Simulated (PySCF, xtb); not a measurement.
C₂H₃O₂, SMILES CC([O])=O, multiplicity 2.

Harmonic wavenumbers (cm⁻¹) from GFN2-xTB run with xtb at its own minimum, in rising order: 19, 329, 479, 603, 621, 876, 877, 1185, 1301, 1384, 1390, 1964, 3055, 3092, 3100.

**Question.** What does PBE-D3(BJ)/def2-SVP in PySCF give at its own minimum? (An estimate is asked for; the answer gives what the named calculation found.)

**Answer.** 54, 267, 545, 596, 663, 848, 910, 1147, 1277, 1356, 1384, 1639, 3012, 3143, 3172. Paired by order, the mean absolute difference is 57 cm⁻¹ and the zero-point energies are 29.0 and 28.6 kcal/mol.
